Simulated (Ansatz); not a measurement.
System: GeBr, net charge 1, singlet state. 
Coordinates optimised at B3LYP-D3(BJ)/def2-TZVP (Ansatz, an electronic-structure program):
```xyz
2

Ge     0.0000     0.0000    -1.1614
Br     0.0000     0.0000     1.0618
```
Charge +1, spin multiplicity 1.

Basis-set convergence of Hartree-Fock and CCSD correlation energies (hartree) with Ansatz. Valence correlation only, unless marked. No spin-orbit coupling. The frozen core is the preceding noble-gas configuration, with the filled d and f shells of earlier blocks. No relativistic terms.

```json
[
 {"basis": "cc-pVDZ", "functions": "54", "E(HF)": "-4647.48354", "E(corr, CCSD)": "-0.19128"},
 {"basis": "cc-pVTZ", "functions": "86", "E(HF)": "-4647.63420", "E(corr, CCSD)": "-0.24620"},
 {"basis": "cc-pVQZ", "functions": "136", "E(HF)": "-4647.64016", "E(corr, CCSD)": "-0.26573"},
 {"basis": "cc-pV5Z", "functions": "208", "E(HF)": "-4647.64073", "E(corr, CCSD)": "-0.27274"}
]
```

Extrapolating the two largest sets (X = 4 and 5) as X^-3: E(corr) = (125·(-0.27274) - 64·(-0.26573))/61 = -0.2801 Eh, an estimate of the basis-set limit. The largest set recovers 97.4 % of it, the smallest 68.3 %.
